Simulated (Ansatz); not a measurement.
The cluster Co₃⁺. Charge 1, multiplicity 7. Geometry PBE-D4/def2-TZVP; atoms count from 1.

Cartesian coordinates in Å:
```
Co 1.2024 0.0540 -0.1290
Co -0.6193 -1.1909 -0.0976
Co -0.5831 1.1368 0.2266
```

At PBE0-D4/def2-TZVP a triplet of charge 1 lies 0.23 eV below the septet, each at its own geometry. That triplet is doubtful there (⟨S²⟩ 4.09, where a pure state has 2.00). The structure comes from a short search, and lower isomers may exist.

**Question.** Estimate the Mulliken populations from the PBE0/def2-TZVP orbitals of Ansatz.

**Answer.** 
| atom | charge (e) | spin (α − β) | d electrons |
| --- | --- | --- | --- |
| Co1 | 0.29 | 1.94 | 7.92 |
| Co2 | 0.36 | 2.03 | 7.86 |
| Co3 | 0.35 | 2.03 | 7.82 |
Mulliken values and Mayer orders depend strongly on the basis.

**Question.** Where does the spin sit?

**Answer.** Summed by element: Co 6.00, of 6 unpaired in all. Largest on single atoms: Co2 2.03, Co3 2.03, Co1 1.94.

**Question.** And the Mayer bond orders between bonded heavy atoms (over 0.3)?

**Answer.** Co1–Co2 0.78 (2.21 Å); Co1–Co3 0.90 (2.12 Å); Co2–Co3 0.70 (2.35 Å).
